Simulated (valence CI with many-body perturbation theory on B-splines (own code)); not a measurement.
# Energy levels of Au XLVII

Calculated by configuration interaction combined with many-body perturbation theory (CI+MBPT): five valence electrons over a frozen Dirac-Fock core [Ar] 3d10, a basis of 11 s, 11 p, 10 d, 8 f, 5 g, 2 h functions for each j, with the one-electron correlation potential Σ1 (screened to all orders), the two-electron term Σ2, the three-electron term Σ3, Breit, model QED; selected single and double excitations, second order for the rest, scaled by the run's own slope (own B-spline code, finite nucleus).

The last digits are not significant, and no measured levels were compared; by estimate large intervals hold to a few tenths of a per cent, small ones and those within an open d or f shell to about a per cent. Among the levels kept, up to 2100 cm⁻¹ of a level comes from second order outside the variational space, and about a tenth of that is noise between levels of different J, which matters for small intervals.

Levels 91 to 135 of 181, with energies above the lowest level, (4s^2 4p1/2^2 4p3/2) J=3/2. "Leading %" is the weight of the configuration and term that name the level; weights of strongly mixed levels are sums over their largest components and can fall short, so below about 35 % the name and the second component can differ from the true leading terms, or belong to a minority configuration. In the jj column 3d3/2^4 stands for four electrons in 3d with j = 3/2. Lifetimes count E1, E2, E3, M1 and M2 decay at the calculated energies, and are blank where another channel may lead or the interval is too uncertain; long ones can be off by a factor of two.

| No. | Configuration | Term | J | E (eV) | Leading % | Leading jj | Lifetime | Second component |
| --- | --- | --- | --- | --- | --- | --- | --- | --- |
| 91 | 4s.4p3.4d | 4F° | 3/2 | 553.38 | 27 | 4s 4p1/2 4p3/2^2 4d3/2 (67 %) | 1.06 ps | 6 % 4s.4p3.4d 6D° |
| 92 | 4s.4p3.4d | 4G° | 9/2 | 554.31 | 24 | 4s 4p1/2 4p3/2^2 4d3/2 (38 %) | 959 fs | 23 % 4s2.4p2.4f 2H° |
| 93 | 4s.4p3.4d | 4D° | 1/2 | 555.48 | 36 | 4s^2 4p1/2 4d5/2^2 (38 %) | 1.72 ps | 33 % 4s2.4p.4d2 2P° |
| 94 | 4s2.4p.4d2 | 2F° | 5/2 | 555.54 | 21 | 4s^2 4p1/2 4d5/2^2 (42 %) | 1.66 ps | 14 % 4s2.4p2.4f 2F° |
| 95 | 4s2.4p2.4f | 2F° | 7/2 | 556.35 | 16 | 4s 4p1/2 4p3/2^2 4d5/2 (27 %) | 1.11 ps | 14 % 4s.4p3.4d 4D° |
| 96 | 4s2.4p2.4f | 2D° | 3/2 | 558.78 | 21 | 4s^2 4p1/2 4p3/2 4f7/2 (36 %) | 1.25 ps | 15 % 4s2.4p2.4f 2P° |
| 97 | 4s.4p3.4d | 4P° | 5/2 | 559.79 | 34 | 4s 4p1/2 4p3/2^2 4d3/2 (69 %) | 473 fs | 16 % 4s.4p3.4d 4D° |
| 98 | 4s2.4p2.4f | 2G° | 9/2 | 560.13 | 29 | 4s^2 4p1/2 4p3/2 4f7/2 (39 %) | 1.78 ps | 28 % 4s.4p3.4d 2G° |
| 99 | 4s.4p3.4d | 4D° | 1/2 | 561.91 | 26 | 4s 4p1/2 4p3/2^2 4d3/2 (59 %) | 827 fs | 17 % 4s2.4p.4d2 2P° |
| 100 | 4s.4p3.4d | 4P° | 3/2 | 562.88 | 34 | 4s 4p1/2 4p3/2^2 4d3/2 (85 %) | 407 fs | 24 % 4s.4p3.4d 4S° |
| 101 | 4s.4p3.4d | 4D° | 7/2 | 563.72 | 24 | 4s 4p1/2 4p3/2^2 4d3/2 (69 %) | 552 fs | 14 % 4s.4p3.4d 2F° |
| 102 | 4s.4p3.4d | 6D° | 9/2 | 564.22 | 34 | 4s 4p1/2 4p3/2^2 4d5/2 (86 %) | 2.19 ps | 25 % 4s.4p3.4d 4F° |
| 103 | 4s.4p3.4d | 4F° | 3/2 | 567.13 | 37 | 4s 4p1/2 4p3/2^2 4d3/2 (88 %) | 545 fs | 18 % 4s.4p3.4d 4D° |
| 104 | 4s.4p3.4d | 4F° | 5/2 | 567.97 | 22 | 4s 4p1/2 4p3/2^2 4d3/2 (78 %) | 697 fs | 13 % 4s.4p3.4d 2F° |
| 105 | 4s.4p3.4d | 2F° | 5/2 | 569.27 | 26 | 4s 4p1/2 4p3/2^2 4d3/2 (83 %) | 561 fs | 14 % 4s.4p3.4d 4G° |
| 106 | 4s.4p3.4d | 4D° | 7/2 | 569.90 | 20 | 4s 4p1/2 4p3/2^2 4d5/2 (45 %) | 727 fs | 14 % 4s.4p3.4d 6D° |
| 107 | 4s.4p3.4d | 2G° | 7/2 | 572.68 | 37 | 4s 4p1/2 4p3/2^2 4d3/2 (65 %) | 461 fs | 18 % 4s.4p3.4d 4D° |
| 108 | 4s.4p3.4d | 4G° | 11/2 | 574.51 | 92 | 4s 4p1/2 4p3/2^2 4d5/2 (92 %) | 3.40 ps | 5 % 4s2.4p2.4f 2H° |
| 109 | 4s.4p3.4d | 2P° | 1/2 | 575.94 | 34 | 4s 4p1/2 4p3/2^2 4d3/2 (72 %) | 359 fs | 25 % 4s.4p3.4d 4P° |
| 110 | 4s.4p3.4d | 4F° | 9/2 | 577.41 | 46 | 4s 4p1/2 4p3/2^2 4d5/2 (80 %) | 1.68 ps | 26 % 4s.4p3.4d 2G° |
| 111 | 4s.4p3.4d | 2S° | 1/2 | 577.87 | 20 | 4s 4p1/2 4p3/2^2 4d5/2 (78 %) | 1.19 ps | 18 % 4s.4p3.4d 2P° |
| 112 | 4s.4p3.4d | 2P° | 3/2 | 578.15 | 24 | 4s 4p1/2 4p3/2^2 4d3/2 (72 %) | 424 fs | 19 % 4s.4p3.4d 4D° |
| 113 | 4s.4p3.4d | 4D° | 5/2 | 581.79 | 37 | 4s 4p1/2 4p3/2^2 4d5/2 (71 %) | 840 fs | 17 % 4s.4p3.4d 4P° |
| 114 | 4s.4p2.4d2 | 4F | 3/2 | 582.70 | 41 | 4s 4p1/2^2 4d3/2^2 (94 %) | 11.3 ps | 32 % 4s.4p2.4d2 6G |
| 115 | 4s.4p3.4d | 2F° | 5/2 | 584.32 | 23 | 4s 4p1/2 4p3/2^2 4d3/2 (52 %) | 422 fs | 16 % 4s.4p3.4d 4D° |
| 116 | 4s.4p3.4d | 4D° | 1/2 | 584.35 | 35 | 4s 4p1/2 4p3/2^2 4d3/2 (73 %) | 367 fs | 16 % 4s.4p3.4d 2P° |
| 117 | 4s.4p3.4d | 2D° | 3/2 | 585.10 | 32 | 4s 4p1/2 4p3/2^2 4d3/2 (44 %) | 419 fs | 20 % 4s.4p3.4d 4D° |
| 118 | 4s.4p3.4d | 2D° | 3/2 | 586.85 | 25 | 4s 4p1/2 4p3/2^2 4d5/2 (52 %) | 470 fs | 16 % 4s.4p3.4d 4D° |
| 119 | 4s.4p3.4d | 2F° | 7/2 | 587.83 | 47 | 4s 4p1/2 4p3/2^2 4d5/2 (90 %) | 1.82 ps | 22 % 4s.4p3.4d 2G° |
| 120 | 4s.4p2.4d2 | 4F | 5/2 | 588.13 | 25 | 4s 4p1/2^2 4d3/2^2 (91 %) | 10.7 ps | 16 % 4s.4p2.4d2 6G |
| 121 | 4s.4p3.4d | 2P° | 1/2 | 588.14 | 42 | 4s 4p1/2 4p3/2^2 4d5/2 (48 %) | 642 fs | 30 % 4s.4p3.4d 2S° |
| 122 | 4s.4p3.4d | 2D° | 5/2 | 589.32 | 34 | 4s 4p1/2 4p3/2^2 4d5/2 (79 %) | 688 fs | 17 % 4s.4p3.4d 4D° |
| 123 | 4s.4p3.4d | 2F° | 7/2 | 594.08 | 41 | 4s 4p1/2 4p3/2^2 4d5/2 (87 %) | 912 fs | 12 % 4s.4p3.4d 4D° |
| 124 | 4s.4p3.4d | 2P° | 3/2 | 595.21 | 36 | 4s 4p1/2 4p3/2^2 4d5/2 (82 %) | 753 fs | 21 % 4s.4p3.4d 4D° |
| 125 | 4s.4p3.4d | 2G° | 9/2 | 595.80 | 72 | 4s 4p1/2 4p3/2^2 4d5/2 (87 %) | 900 fs | 10 % 4s.4p3.4d 4G° |
| 126 | 4s.4p2.4d2 | 4P | 1/2 | 595.87 | 46 | 4s 4p1/2^2 4d3/2^2 (91 %) | 8.70 ps | 28 % 4s.4p2.4d2 6D |
| 127 | 4s.4p3.4d | 4D° | 7/2 | 596.85 | 42 | 4s 4p1/2 4p3/2^2 4d5/2 (94 %) | 641 fs | 14 % 4s.4p3.4d 2F° |
| 128 | 4s.4p3.4d | 4D° | 5/2 | 598.15 | 29 | 4s 4p1/2 4p3/2^2 4d5/2 (85 %) | 736 fs | 22 % 4s.4p3.4d 2D° |
| 129 | 4s.4p3.4d | 2F° | 5/2 | 598.88 | 49 | 4s 4p1/2 4p3/2^2 4d5/2 (89 %) | 1.45 ps | 20 % 4s.4p3.4d 2D° |
| 130 | 4s.4p3.4d | 2P° | 3/2 | 601.94 | 41 | 4s 4p1/2 4p3/2^2 4d5/2 (88 %) | 944 fs | 28 % 4s.4p3.4d 2D° |
| 131 | 4s.4p3.4d | 2F° | 7/2 | 604.89 | 45 | 4s 4p1/2 4p3/2^2 4d5/2 (81 %) | 630 fs | 13 % 4s.4p3.4d 4D° |
| 132 | 4s.4p3.4d | 2D° | 5/2 | 605.63 | 47 | 4s 4p1/2 4p3/2^2 4d5/2 (85 %) | 585 fs | 16 % 4s.4p3.4d 4P° |
| 133 | 4s.4p3.4d | 2S° | 1/2 | 609.10 | 41 | 4s 4p1/2 4p3/2^2 4d5/2 (88 %) | 586 fs | 25 % 4s.4p3.4d 2P° |
| 134 | 4s.4p3.4d | 2D° | 3/2 | 609.33 | 40 | 4s 4p1/2 4p3/2^2 4d5/2 (85 %) | 514 fs | 9 % 4s.4p3.4d 4D° |
| 135 | 4s.4p3.4d | 2F° | 5/2 | 615.19 | 35 | 4s 4p1/2 4p3/2^2 4d5/2 (85 %) | 471 fs | 24 % 4s.4p3.4d 2D° |

Where two levels of one J and parity lie close, their mixing, g and order are uncertain.
